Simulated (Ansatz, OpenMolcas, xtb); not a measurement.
**Ligand exchange: GeH3Br + C2H3Cl → GeH3Cl + C2H3Br**

Species: GeH3Br `[GeH3][Br]`, singlet; C2H3Cl `C=CCl`, singlet; GeH3Cl (chlorogermane) `[Cl][GeH3]`, singlet; C2H3Br (vinyl bromide) `C=CBr`, singlet. The partners trade Br for Cl: Ge–Br and C–Cl bonds give way to Ge–Cl and C–Br.

Shapes, held fixed at every level: PBE0-D4/def2-TZVP. Programs: Ansatz 0.2.0, OpenMolcas 26.06, xtb 6.7.1. The zero-point and thermal change to 298 K, harmonic and unscaled (PBE0-D4/def2-TZVP), is -0.5 kJ/mol.

| level | kind | ΔH(298 K) (kJ/mol) | less CCSD(T)/def2-TZVPP |
| --- | --- | --- | --- |
| GFN0-xTB | semi-empirical | +6.2 | +4.4 |
| HF/def2-TZVPP | Hartree–Fock | +6.2 | +4.4 |
| SPW92/def2-TZVPP | LDA | +8.9 | +7.1 |
| PBE-D4/def2-TZVPP | GGA | +6.5 | +4.7 |
| r2SCAN-D4/def2-TZVPP | meta-GGA | +6.0 | +4.2 |
| B3LYP/6-31G* (spherical functions) | global hybrid | +7.2 | +5.4 |
| BHLYP-D4/def2-TZVPP | global hybrid | +6.0 | +4.2 |
| CCSD/def2-SVP | coupled cluster or CI | +7.5 | +5.7 |
| CCSD(T)/def2-TZVPP | coupled cluster or CI | +1.8 | 0.0 |

The highest level, CCSD(T)/def2-TZVPP, gives ΔH(298 K) = +1.8 kJ/mol; the levels span +1.8 to +8.9. That is about zero within the method's error. The column of differences is taken from that level and isn't an error. No measured value is set beside it here. Relativity is left out for Br, Ge unless named. Correlated rows may include outer-core shells of Br, Ge, which these sets cover unevenly.
